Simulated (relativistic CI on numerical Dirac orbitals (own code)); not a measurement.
## Magnetism of V⁴⁺, 3d, in a crystal field

Calculated by Dirac-Coulomb-Breit CI, orbitals from a KLI potential per configuration, QED by a radiative potential, valence Slater integrals scaled by 0.9, one configuration in a parametric crystal field (own radial code).

Field parameters in Wybourne normalisation: D4h B²₀ = −7Ds, B⁴₀ = 21(Dq − Dt), B⁴₄ = 21√(5/14) Dq. The field is a parameter set, without covalency.

S is read from ⟨S²⟩ = S(S + 1).

Powder χT (cm³ K mol⁻¹) by Van Vleck's formula, with temperature-independent terms:

| Field | 2 K | 5 K | 10 K | 20 K | 50 K | 100 K | 200 K | 300 K |
| --- | --- | --- | --- | --- | --- | --- | --- | --- |
| D4h, 10Dq = 21650, Ds = -1500, Dt = 650 cm⁻¹ | 0.35 | 0.35 | 0.351 | 0.351 | 0.354 | 0.357 | 0.365 | 0.373 |
| D4h, 10Dq = 21650, Ds = 3000, Dt = 650 cm⁻¹ | 0.0036 | 0.00778 | 0.0147 | 0.0287 | 0.0709 | 0.148 | 0.275 | 0.349 |
| D4h, 10Dq = 21650, Ds = 2590, Dt = 650 cm⁻¹ | 0.00356 | 0.00774 | 0.0147 | 0.0287 | 0.071 | 0.148 | 0.276 | 0.349 |
| D4h, 10Dq = 21650, Ds = 2180, Dt = 650 cm⁻¹ | 0.00351 | 0.00771 | 0.0147 | 0.0287 | 0.0711 | 0.149 | 0.277 | 0.351 |
| D4h, 10Dq = 21650, Ds = 1770, Dt = 650 cm⁻¹ | 0.00348 | 0.00768 | 0.0147 | 0.0287 | 0.0713 | 0.15 | 0.278 | 0.353 |
| D4h, 10Dq = 21650, Ds = 1360, Dt = 650 cm⁻¹ | 0.00344 | 0.00765 | 0.0147 | 0.0287 | 0.0718 | 0.152 | 0.281 | 0.358 |
| D4h, 10Dq = 21650, Ds = 950, Dt = 650 cm⁻¹ | 0.138 | 0.14 | 0.144 | 0.152 | 0.176 | 0.216 | 0.294 | 0.363 |
| D4h, 10Dq = 21650, Ds = 550, Dt = 650 cm⁻¹ | 0.292 | 0.292 | 0.294 | 0.296 | 0.304 | 0.316 | 0.341 | 0.366 |

For D4h, 10Dq = 21650, Ds = 3000, Dt = 650 cm⁻¹: what effective moment follows at 300 K?

μ_eff = √(8χT) = 1.67 μB. The ground level has S = 0.50; the spin-only moment for S = 1/2 is 1.73 μB. The difference comes from the orbital moment, spin-orbit mixing of terms and temperature-independent paramagnetism, all larger in this ionic model than in covalent complexes.
